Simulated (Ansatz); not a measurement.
Consider the ligand exchange at a Zn–N bond: `C[N](C)[Zn][F]` + `OB(O)O` → `OB(O)[O][Zn][F]` + dimethylamine.

Isolated molecules relaxed with PBE0-D4/def2-TZVP in Ansatz; ΔE leaves out vibrations. CCSD(T)/CBS adds triple-zeta CCSD(T) − MP2 to the extrapolated MP2 energy (def2 sets, frozen cores). This one scheme is used for every species. DFT in def2-TZVPP. B3LYP here is the variant with VWN-RPA as its local correlation; programs differ in this. For Zn outer-core shells are correlated without core-valence functions, which leaves a few kJ/mol of doubt a bond. Scalar relativity is left out up to krypton. Each species was taken in one conformer, which may not be the lowest.

`C[N](C)[Zn][F]`:

```xyz
11

C     1.245   -0.101   -0.455
N    -0.015    0.058    0.220
C    -1.111   -0.532   -0.500
Zn   -0.230    1.088    1.672
F    -0.434    2.052    3.112
H     1.246    0.369   -1.452
H     1.487   -1.166   -0.602
H     2.066    0.340    0.115
H    -1.242   -0.085   -1.499
H    -2.056   -0.413    0.037
H    -0.955   -1.612   -0.648
```

`OB(O)O`:

Cartesian coordinates in Å:
```
O -0.064 -0.908 1.019
B 0.000 0.000 0.000
O -1.107 0.726 -0.339
O 1.171 0.182 -0.680
H -0.936 -0.945 1.417
H -0.937 1.328 -1.066
H 1.873 -0.383 -0.351
```

`OB(O)[O][Zn][F]`:

```xyz
8

O     0.512    0.368    1.930
B     0.205    0.033    0.641
O    -0.444    0.889   -0.253
O     0.526   -1.182    0.159
Zn    0.027   -1.381   -1.542
F    -0.392   -1.737   -3.193
H     0.254    1.248    2.203
H    -0.689    1.762    0.055
```

`CNC`:

```xyz
10

C     0.902    0.252   -0.764
N    -0.384   -0.345   -0.488
C    -0.732   -0.300    0.914
H     1.093    0.245   -1.839
H     1.688   -0.339   -0.286
H     1.003    1.289   -0.401
H    -1.101    0.115   -1.033
H    -0.033   -0.921    1.482
H    -1.733   -0.710    1.063
H    -0.703    0.713    1.352
```

| level | ΔE (kJ/mol) |
| --- | --- |
| r2SCAN-D4 | -26.4 |
| B3LYP-D4 | -24.4 |
| ωB97M-V | -27.5 |
| B2PLYP | -27.4 |
| r2SCAN | -26.7 |
| HF/def2-TZVPP | -44.9 |
| SCS-MP2/def2-TZVPP | -29.6 |
| CCSD/CBS(def2) | -32.7 |

**Question.** What does CCSD(T)/CBS give? (An estimate is asked.)

**Answer.** Computed: -31.0 kJ/mol. The listed levels differ from it by 4.6, 6.6, 3.5, 3.6, 4.3, -13.9, 1.4, -1.7 kJ/mol.

Largest T1 diagnostic among the species: 0.016.

In def2-TZVPP, CCSD(T) changes the Hartree–Fock value by +14.5 kJ/mol (the triples alone add +1.7 kJ/mol) and MP2 by +20.2 kJ/mol. From PBE to PBE0 (25 % exact exchange), in def2-TZVPP and without D4, ΔE moves by −3.9 kJ/mol.

CCSD(T)/CBS has its own doubt, a few kJ/mol and more with outer-core shells, so smaller differences from it don't rank the levels.
